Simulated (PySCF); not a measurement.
Structure problem from calculated spectra and properties.

Formula: C5H10Si.

* Triplet: lowest triplet excitation (Tamm–Dancoff): 5.39 eV [TDA PBE0/def2-SVPD]
* Polarisability: 87.9 au [PBE0/def2-SVPD]
* 13C NMR: chemical shifts (computed TMS as zero) by class: 82.3 (1 C), 81.0 (1 C), 5.0 (1 C), 3.3 (1 C), -8.2 (1 C) ppm [GIAO PBE0/pcSseg-1]
* Rotational structure: rotational constants A, B, C: 5.266, 1.287, 1.117 GHz [GFN2-xTB]
* NMR, other nuclei: isotropic shieldings of nuclei other than C and H, by class: 391 (1 Si) ppm [GIAO PBE0/pcSseg-1]
* 1H NMR: chemical shifts (computed TMS as zero) by class: 4.19 (2 H), 1.97 (3 H), 1.71 (2 H), 0.27 (3 H) ppm [GIAO PBE0/pcSseg-1]
* UV, first state: lowest singlet excitation: 6.29 eV (197 nm, f = 0.010) [TDDFT PBE0/def2-SVPD]
* UV, strongest line: among the 8 lowest singlet transitions: S4 at 6.69 eV (185 nm, f = 0.046) [TDDFT PBE0/def2-SVPD]

Electronic properties: PySCF, gas phase, density fitting. Levels stand in brackets. Geometry: GFN2-xTB, one conformer, isolated molecule. GFN2-xTB frequencies show an imaginary mode (27i cm⁻¹), so this geometry is no minimum at that level. NMR values are class means; diastereotopic atoms form classes of their own.

Question: Propose a structure and show how it fits.

Answer: Numbering: `[CH3:1][C:2]#[C:3][CH2:4][SiH2:5][CH3:6]`. Its formula, C5H10Si, gives 2 degrees of unsaturation: 0 rings and 2 π bonds in the structure found. 5 carbons fall into 5 classes; from least to most shielded: alkyne carbon [C3] (82.3 ppm), alkyne carbon [C2] (81.0 ppm), propargylic carbon [C1] (5.0 ppm), sp3 carbon bound to silicon [C4] (3.3 ppm), Si-methyl carbon [C6] (-8.2 ppm). Hydrogen classes from least to most shielded: 2 H on an SiH2 silicon, Si5 (4.19 ppm), 3 H on a propargylic carbon, C1 (1.97 ppm), 2 H on an sp3 carbon bound to silicon, C4 (1.71 ppm), 3 H on an Si-methyl carbon, C6 (0.27 ppm, a mean of values up to 0.7 ppm apart in this geometry). The other shieldings belong to: 391 ppm, SiH2 silicon [Si5]. The optimised geometry has point group C1 and is an asymmetric top. Structure: `CC#CC[SiH2]C`. Computed isomers that give other values at the same levels: `C=CC[SiH]1CC1` (13C chemical shifts (computed TMS as zero) by class: 143.0 (1 C), 119.8 (1 C), 23.2 (1 C), -4.1 (2 C) ppm); `CCC1=C[C@H]1[SiH3]` (13C chemical shifts (computed TMS as zero) by class: 134.3 (1 C), 108.2 (1 C), 25.8 (1 C), 14.0 (1 C), 5.3 (1 C) ppm); `C[SiH]1CC=CC1` (13C chemical shifts (computed TMS as zero) by class: 138.3 (2 C), 20.2 (2 C), -3.5 (1 C) ppm). The assignments are read from this structure; whether some other isomer fits the data as well wasn't checked.

Conformer computed: `[CH3:1][C:2]#[C:3][CH2:4][SiH2:5][CH3:6]`: C3–C4–Si5–C6 58°.
